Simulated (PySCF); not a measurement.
Job file and geometry (Å, from GFN2-xTB) of a spin–spin coupling run on `InChI=1S/C5H5BF2/c1-2-3-4-5-6(7)8/h1,4-5H,3H2/b5-4+`, B3LYP/pcJ-1 indirect spin-spin coupling, non-relativistic, gas phase (PySCF 2.14.0, density-fitted response routines); density fitting, a coarse starting grid and PySCF grid level 2 are the driver's defaults:

```
{"job": {"kind": "j", "xc": "B3LYP", "basis": "pcJ-1"}, "charge": 0, "multiplicity": 1}
C     -1.798926     2.012582     0.827468
C     -1.651228     0.920698     0.361440
C     -1.464335    -0.401170    -0.200764
C     -0.033469    -0.812289    -0.344712
C      1.030743    -0.075925    -0.013194
B      2.481359    -0.561737    -0.196072
F      3.535042     0.165648     0.130651
F      2.787941    -1.748826    -0.696498
H     -1.940313     2.969859     1.231966
H     -1.979558    -1.135101     0.430176
H     -1.938592    -0.440639    -1.188664
H      0.108584    -1.801890    -0.761232
H      0.858364     0.909276     0.401705
```

Task: What does the program print?

Result: 
```
coarse grid: 11792 points
cycle   1  E = -417.9731835063  dE =  9.812e-01  |g| = 7.654e-01  |ddm| = 3.382e+00
cycle   2  E = -417.9014697705  dE =  7.171e-02  |g| = 1.061e+00  |ddm| = 1.121e+00
cycle   3  E = -418.0757110044  dE = -1.742e-01  |g| = 1.155e-01  |ddm| = 6.271e-01
cycle   4  E = -418.0776575393  dE = -1.947e-03  |g| = 6.910e-02  |ddm| = 1.273e-01
cycle   5  E = -418.0786371248  dE = -9.796e-04  |g| = 3.182e-02  |ddm| = 6.045e-02
cycle   6  E = -418.0788666176  dE = -2.295e-04  |g| = 4.254e-03  |ddm| = 2.113e-02
cycle   7  E = -418.0788702641  dE = -3.647e-06  |g| = 1.714e-03  |ddm| = 3.874e-03
final grid: 117320 points
cycle   8  E = -418.1421380437  dE = -1.921e-04  |g| = 6.624e-03  |ddm| = 2.916e-02
cycle   9  E = -418.1421292771  dE =  8.767e-06  |g| = 8.760e-03  |ddm| = 1.020e-02
cycle  10  E = -418.1421465323  dE = -1.726e-05  |g| = 1.734e-03  |ddm| = 6.688e-03
cycle  11  E = -418.1421471621  dE = -6.298e-07  |g| = 6.775e-04  |ddm| = 1.694e-03
cycle  12  E = -418.1421472717  dE = -1.096e-07  |g| = 8.458e-05  |ddm| = 5.177e-04
cycle  13  E = -418.1421472731  dE = -1.340e-09  |g| = 3.343e-05  |ddm| = 7.860e-05
cycle  14  E = -418.1421472732  dE = -1.608e-10  |g| = 1.959e-05  |ddm| = 3.216e-05
converged SCF energy = -418.1421472732

Indirect spin-spin couplings (Hz)
  i      j    bonds     total        FC       PSO       DSO        SD
  0 C    1 C    1    199.579   191.620     7.855     0.104         -
  0 C    2 C    2     11.914    12.166    -0.110    -0.141         -
  0 C    3 C    3      1.926     2.300    -0.311    -0.063         -
  0 C    8 H    1    263.982   264.657    -1.105     0.429         -
  0 C    9 H    3      4.103     3.788     0.758    -0.442         -
  0 C   10 H    3      4.138     3.821     0.759    -0.442         -
  0 C   11 H    4      1.944     1.945     0.391    -0.392         -
  0 C   12 H    5      0.173     0.484    -0.554     0.244         -
  1 C    2 C    1     76.329    77.901    -1.793     0.221         -
  1 C    3 C    2     -3.905    -3.884    -0.050     0.029         -
  1 C    4 C    3      4.581     4.686    -0.154     0.049         -
  1 C    7 F    5      0.657     0.694     0.106    -0.126    -0.018
  1 C    8 H    2     52.441    47.662     5.992    -1.213         -
  1 C    9 H    2    -10.507   -10.402    -0.004    -0.101         -
  1 C   10 H    2    -10.553   -10.448    -0.005    -0.100         -
  1 C   11 H    3     10.553    10.520     0.427    -0.395         -
  1 C   12 H    4     -0.274    -0.428    -0.332     0.487         -
  2 C    3 C    1     42.160    43.559    -1.618     0.219         -
  2 C    4 C    2     -0.707    -0.161    -0.523    -0.024         -
  2 C    5 B    3      7.659     7.450     0.166    -0.035     0.078
  2 C    6 F    4      2.811     1.608     1.002    -0.186     0.387
  2 C    7 F    4     -0.780    -0.765     0.103    -0.143     0.025
  2 C    8 H    3      3.607     3.552     0.550    -0.494         -
  2 C    9 H    1    136.712   134.979     0.889     0.844         -
  2 C   10 H    1    136.453   134.717     0.892     0.845         -
  2 C   11 H    2      8.489     8.697    -0.022    -0.186         -
  2 C   12 H    3      9.327     9.466    -0.171     0.032         -
  3 C    4 C    1     70.140    80.011   -10.072     0.201         -
  3 C    5 B    2      3.311     2.715     0.110     0.047     0.440
  3 C    6 F    3     19.600     9.032     5.934    -0.284     4.918
  3 C    7 F    3     -0.863    -2.810    -1.266     0.036     3.178
  3 C    8 H    4     -2.320    -2.143     0.105    -0.282         -
  3 C    9 H    2     -8.999    -8.954     0.044    -0.089         -
  3 C   10 H    2     -9.115    -9.077     0.046    -0.085         -
  3 C   11 H    1    164.369   163.799    -0.299     0.869         -
  3 C   12 H    2     -6.116    -4.036    -1.756    -0.325         -
  4 C    5 B    1    105.122   106.221    -1.695     0.397     0.199
  4 C    6 F    2     43.425    46.970    -3.092    -0.041    -0.413
  4 C    7 F    2     31.213    35.874    -4.111    -0.059    -0.491
  4 C    9 H    3      4.880     4.984     0.234    -0.338         -
  4 C   10 H    3      4.859     4.961     0.231    -0.334         -
  4 C   11 H    2      2.589     4.351    -1.395    -0.367         -
  4 C   12 H    1    153.516   152.381     0.211     0.925         -
  5 B    6 F    1   -118.383   -67.586   -51.984     0.952     0.235
  5 B    7 F    1   -122.886   -73.334   -50.742     0.983     0.207
  5 B    9 H    4     -1.455    -1.453     0.186    -0.180    -0.007
  5 B   10 H    4     -1.482    -1.480     0.182    -0.178    -0.007
  5 B   11 H    3      6.648     6.770    -0.327     0.246    -0.040
  5 B   12 H    2      2.316     2.465    -0.154     0.028    -0.022
  6 F    7 F    2   -192.945    66.002  -261.529    -0.965     3.548
  6 F    9 H    5      0.995     1.054     0.776    -0.793    -0.042
  6 F   10 H    5      0.991     1.051     0.769    -0.788    -0.041
  6 F   11 H    4     -0.436    -0.747     1.610    -1.132    -0.167
  6 F   12 H    3     -4.863    -3.749    -0.842    -0.050    -0.223
  7 F    8 H    7     -0.155    -0.097     0.533    -0.601     0.010
  7 F    9 H    5      0.616     0.769     0.417    -0.511    -0.058
  7 F   10 H    5      0.629     0.779     0.412    -0.507    -0.055
  7 F   11 H    4     -0.895    -0.361    -1.283     1.048    -0.298
  7 F   12 H    3     18.408    19.292     0.963    -1.769    -0.079
  8 H    9 H    4     -3.582    -3.523     1.530    -1.589         -
  8 H   10 H    4     -3.576    -3.517     1.528    -1.587         -
  9 H   10 H    2    -25.153   -25.295     2.371    -2.229         -
  9 H   11 H    3      4.712     4.734     0.357    -0.379         -
  9 H   12 H    4     -2.896    -2.780     1.070    -1.186         -
 10 H   11 H    3      4.674     4.697     0.364    -0.387         -
 10 H   12 H    4     -2.939    -2.823     1.054    -1.170         -
 11 H   12 H    3     18.325    18.843     2.524    -3.042         -
```

Size and cost of the density-fitted run: 266 basis functions, 110 s wall time on 1 thread of an Arm Neoverse N1, shared host.
